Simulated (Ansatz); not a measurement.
The same path of a periodic cell of 19 atoms, MgC₁₈ (surface graphene monolayer, adsorbate Mg) was run twice with different band settings.

All numbers below come from DFT PBE, scalar-relativistic, plane waves, PAW (Ansatz). Settings: cutoff 420 eV, k mesh 2x2x1, gaussian smearing 0.05 eV, no spin polarisation.

Relaxed end points:

```xyz
19
Lattice="7.3980 0.0000 0.0000 -3.6990 6.4069 0.0000 0.0000 0.0000 11.0000" Properties=species:S:1:pos:R:3
C -0.017 0.012 0.894
C 1.224 0.714 0.894
C -1.250 2.147 0.893
C -0.009 2.850 0.894
C -2.483 4.283 0.893
C -1.242 4.985 0.893
C 2.449 0.012 0.893
C 3.690 0.714 0.893
C 1.216 2.147 0.893
C 2.457 2.850 0.893
C -0.017 4.283 0.893
C 1.224 4.985 0.893
C 4.915 0.012 0.893
C 6.156 0.714 0.893
C 3.682 2.147 0.893
C 4.923 2.850 0.893
C 2.449 4.283 0.894
C 3.690 4.985 0.893
Mg 4.330 1.606 5.070
```

```xyz
19
Lattice="7.3980 0.0000 0.0000 -3.6990 6.4069 0.0000 0.0000 0.0000 11.0000" Properties=species:S:1:pos:R:3
C -0.017 0.012 0.893
C 1.224 0.714 0.893
C -1.250 2.147 0.894
C -0.009 2.849 0.894
C -2.483 4.283 0.893
C -1.242 4.985 0.894
C 2.449 0.012 0.893
C 3.690 0.714 0.893
C 1.216 2.147 0.893
C 2.457 2.850 0.893
C -0.017 4.283 0.893
C 1.224 4.985 0.893
C 4.915 0.012 0.894
C 6.156 0.714 0.893
C 3.682 2.147 0.893
C 4.923 2.849 0.893
C 2.449 4.283 0.893
C 3.690 4.985 0.893
Mg 3.097 3.742 5.070
```

Common settings: climbing image yes; spring 5.0 eV/Å²; optimiser fire; force threshold 0.05 eV/Å; end points relaxed.

| run | movable images | start path | iteration limit | largest step |
| --- | --- | --- | --- | --- |
| 1 | 5 | IDPP | 52 | default |
| 2 | 3 | default | 50 | 0.5 Å |

(1) What does each run give, and how far can it be trusted?

Results:

(1) Run 1: converged after 1 iterations, highest image 0.001 eV above the first end. The top lies less than 8 meV above the higher end, about what the thresholds resolve: that end is a shoulder or a very shallow well. By the program's own check the climbing image is of a kind that is not told: the force calls were inconclusive, a negative curvature could not be distinguished from the path's own, the only one lies far off the path, or fixed occupations may fill a level only in part (lowest curvatures found: -0.00 and 0.03 eV/Å²).
Run 2: converged after 1 iterations, highest image 0.000 eV above the first end. The top lies less than 8 meV above the higher end, about what the thresholds resolve: that end is a shoulder or a very shallow well. The order of the stationary point at the top wasn't checked.
Limits of this set-up: slab without dipole correction.
